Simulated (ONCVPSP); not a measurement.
# How hard is this P ONCV potential?

```
Element                 : phosphorus
Generator               : ONCVPSP 4.0.1
Type                    : optimised norm-conserving Vanderbilt (ONCV)
Functional              : PBEsol
Relativity              : scalar-relativistic
Frozen core             : [He]
Valence charge          : 13
Reference configuration : 2s2 2p6 3s2 3p1.5 (charge +1.5)
Partial waves           : 2s+3s: rc 0.95 bohr, ncon 3, nbas 7, qcut 15.2 1/bohr, 2 projectors; 2p+3p: rc 0.70 bohr, ncon 3, nbas 6, qcut 15.6 1/bohr, 2 projectors; d scattering state at 0.06 Ha: rc 0.95 bohr, ncon 4, nbas 9, qcut 9.9 1/bohr, 2 projectors, debl 3.7 Ha
Local potential         : polynomial inside 0.70 bohr (lpopt 5, dvloc0 4 Ha)
Core correction         : Teter function, fcfact 4.75, rcfact 1.75
```

Question: For each optimised wave give the share of its norm inside rc, the residual kinetic energy above qcut (Ha) and the cutoffs (Ha) for errors of 10, 1, 0.1 and 0.01 mHa per electron.

Answer:

```
         wave  norm inside rc  residual KE  10 mHa  1 mHa  0.1 mHa     0.01 mHa
           2s           0.954      2.7e-08    28.2   35.7     66.3         83.7
           3s           0.071      2.7e-09    22.2   30.9     64.9         82.0
           2p           0.831      6.2e-04    99.6  117.4    257.6  not reached
           3p           0.036      1.8e-04    83.5  106.7    127.4        264.9
d projector 1           0.019      5.6e-05    15.8   31.8     45.3        152.9
d projector 2           0.070      1.1e-03    34.9   49.5     88.8        208.0
```

The occupied waves need 117 Ha and 258 Ha for 1 and 0.1 mHa. Its largest configuration-test error is -471 meV.
